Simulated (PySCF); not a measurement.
**input.py for CdSe**

File input.py (PySCF 2.14):

```python
from pyscf import gto, scf

mol = gto.M(
    atom='Cd 0 0 0; Se 0 0 2.339',
    basis='def2-svp',
    ecp={'Cd': 'def2-svp'},
    charge=0,
    spin=0,
    verbose=4,
)
mf = scf.RHF(mol)
mf.kernel()
mf.dip_moment()
print('orbital energies (hartree):', mf.mo_energy[..., max(0, mol.nelec[1]-3):mol.nelec[0]+3].round(4))
```

```bash
$ python input.py
```

Output (some set-up lines and the per-cycle HOMO/LUMO lines with their warnings removed):

```
PySCF version 2.14.0

[INPUT] Symbol           X                Y                Z      unit          X                Y                Z       unit  Magmom
[INPUT]  1 Cd     0.000000000000   0.000000000000   0.000000000000 AA    0.000000000000   0.000000000000   0.000000000000 Bohr   0.0
[INPUT]  2 Se     0.000000000000   0.000000000000   2.339000000000 AA    0.000000000000   0.000000000000   4.420069405358 Bohr   0.0

nuclear repulsion = 153.843738104147
number of shells = 23
number of NR pGTOs = 131
number of NR cGTOs = 63
basis = def2-svp
ecp = {'Cd': 'def2-svp'}

******** <class 'pyscf.scf.hf.RHF'> ********
method = RHF
initial guess = minao
damping factor = 0
level_shift factor = 0
DIIS = <class 'pyscf.scf.diis.CDIIS'>
SCF conv_tol = 1e-09
SCF max_cycles = 50
Initial guess from minao.
init E= -2550.91317896958
cycle= 1 E= -2565.86450248505  delta_E=  -15  |g|= 1.45  |ddm|= 3.35
cycle= 2 E= -2566.15436982859  delta_E= -0.29  |g|= 0.963  |ddm|= 3.15
cycle= 3 E= -2566.35003071965  delta_E= -0.196  |g|= 0.0892  |ddm|= 1.03
cycle= 4 E= -2566.35206924639  delta_E= -0.00204  |g|= 0.052  |ddm|= 0.164
cycle= 5 E= -2566.35258427178  delta_E= -0.000515  |g|= 0.0101  |ddm|= 0.0495
cycle= 6 E= -2566.35276366102  delta_E= -0.000179  |g|= 0.00476  |ddm|= 0.0454
cycle= 7 E= -2566.35281350385  delta_E= -4.98e-05  |g|= 0.00158  |ddm|= 0.0274
cycle= 8 E= -2566.35282061041  delta_E= -7.11e-06  |g|= 0.000464  |ddm|= 0.012
cycle= 9 E= -2566.35282104775  delta_E= -4.37e-07  |g|= 0.000112  |ddm|= 0.00364
cycle= 10 E= -2566.35282105333  delta_E= -5.58e-09  |g|= 1.7e-05  |ddm|= 0.00037
cycle= 11 E= -2566.35282105353  delta_E= -1.99e-10  |g|= 4.6e-06  |ddm|= 8.34e-05
Extra cycle  E= -2566.35282105355  delta_E= -1.5e-11  |g|= 2.11e-06  |ddm|= 1.09e-05
converged SCF energy = -2566.35282105355
Dipole moment(X, Y, Z, Debye):  0.00000, -0.00000, -7.05538
orbital energies (hartree): [-0.3547 -0.2956 -0.2956 -0.0509  0.0565  0.0565]
```

In short: E(SCF) = -2566.352821 Eh, 11 cycles, μz(SCF) = -7.06 D.

Wall time 1.1 s on one thread of a shared host.

Stability towards an unrestricted solution was not tested. The bond length is a typed value, not an optimised one.
